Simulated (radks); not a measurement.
Question: The iodine anion I-, [Xe], held by a Watson sphere: a shell of charge +1 at radius R that stands for the Madelung well of a crystal (potential energy -1/R inside, -1/r outside, in hartree with lengths in bohr). All-electron calculation, scalar-relativistic Kohn-Sham, PBEsol, spin-polarised, spherical densities, finite nucleus; Fermi nuclear charge, rms radius of each element as measured or else 0.836 A^(1/3) + 0.57 fm. Program: a radial shooting solver on a logarithmic mesh with Libxc functionals. Response by self-consistent Sternheimer equations with the Hartree and adiabatic LDA kernel, the relativistic mass of each level held fixed and spin-orbit coupling left out. The sphere does not respond.

| R (bohr) | e(4d) (eV) | e(5s) (eV) | e(5p) (eV) | <r> 5p (bohr) | sum of <r^2> (bohr^2) | X-ray form factor at sin(theta)/lambda = 0.1 1/angstrom | alpha (bohr^3) |
|---|---|---|---|---|---|---|---|
| 2.44 | -49.612 | -17.844 | -7.690 | 2.467 | 68.48 | 49.746 | 35.31 |
| 3 | -49.084 | -17.103 | -7.162 | 2.534 | 71.13 | 49.637 | 40.71 |
| 4.74 | -47.630 | -15.275 | -5.435 | 2.652 | 76.32 | 49.469 | 58.68 |
| 5.48 | -47.079 | -14.686 | -4.840 | 2.672 | 77.39 | 49.446 | 64.83 |
| 5.54 | -47.037 | -14.642 | -4.796 | 2.673 | 77.46 | 49.445 | 65.27 |
| 5.95 | -46.767 | -14.362 | -4.513 | 2.680 | 77.86 | 49.437 | 68.07 |

Estimate the row for R = 2.67 bohr.

Answer: e(4d) (eV) -49.375; e(5s) (eV) -17.530; e(5p) (eV) -7.486; <r> 5p (bohr) 2.496; sum of <r^2> (bohr^2) 69.62; X-ray form factor at sin(theta)/lambda = 0.1 1/angstrom 49.698; alpha (bohr^3) 37.41.
